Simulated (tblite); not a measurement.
Species: C₂H₉FGeSi₂.
Atom-mapped SMILES: `[CH2:1]=[CH:2][Ge@@H:3]([SiH3:4])[SiH2:5][F:6]` (hydrogens: H7, H8 on C1; H9 on C2; H10 on Ge3; H11, H12, H13 on Si4; H14, H15 on Si5)

Cartesian coordinates in Å at the GFN2-xTB level; atoms count from 1:
```xyz
15
C2H9FGeSi2 angstrom
C      2.5713   -0.6136   -0.6527
C      1.2882   -0.4062   -0.9005
Ge    -0.0587    0.0705    0.4423
Si    -0.8264    2.2775    0.0910
Si    -1.6092   -1.6855    0.5655
F     -3.0526   -1.0317    0.2418
H      2.9639   -0.5307    0.3491
H      3.2856   -0.8717   -1.4215
H      0.9407   -0.4971   -1.9251
H      0.7546    0.0232    1.7352
H     -2.2874    2.3267    0.1405
H     -0.3974    2.7620   -1.2236
H     -0.2985    3.1857    1.1111
H     -1.4813   -2.7181   -0.4571
H     -1.7975   -2.2830    1.8820
```

Computed values, GFN2-xTB/tblite, gas phase, harmonic and unscaled. Errors from tens to a few hundred cm⁻¹ against measured bands are possible. Modes of hydrogen on germanium and silicon can be 10 to 20 % off. One conformer, not necessarily the lowest. The optimisation stopped once no atom felt more than 0.01 eV/Å.

Lowest wavenumbers of the output (negative numbers stand for imaginary wavenumbers):
```
mode    cm-1
  1     -26.9
  2      10.6
  3      52.7
  4      60.7
  5      88.4
  6     118.7
  7     161.3
  8     275.4
  9     329.7
 10     378.7
```

Question: Is this structure a minimum?

Answer: Not by this Hessian. 1 mode is imaginary beyond 20i (27i cm⁻¹), so at this level the point lies at or near a first-order saddle. The curvature is small, so loose convergence or finite differences may be the whole cause.

Question: Which atoms move in the imaginary mode?

Answer: 27i: H13 (Si–H hydrogen) 33 %, H12 (Si–H hydrogen) 32 %, H11 (Si–H hydrogen) 31 %. These are shares of the mass-weighted motion.

Question: What is the remedy?

Answer: Step along that mode in both directions, optimise again with tighter thresholds and repeat the frequencies. The zero-point energy of this point (57.0 kcal/mol) counts the 38 real modes alone, and thermal corrections from it aren't those of a minimum.

Time: 0.94 s of wall time. Hardware: one thread, Arm Neoverse N1 (aarch64), no GPU, shared host with 64 logical CPUs at a one-minute load of 57. The figure is for the frequency step alone.
